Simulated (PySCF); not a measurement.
A structure optimised at PBE-D3(BJ)/def2-TZVPD, used in a PySCF frequency run:

```
O
H 1 0.9654
Y 1 1.9465 2 180.00
```

Task: Write its SMILES, formula and point group.

Result: [OH][Y], HOY, C∞v

Task: What are its rotational constants (standard atomic weights)?

Result: 8.6836 GHz (linear rotor, B only)
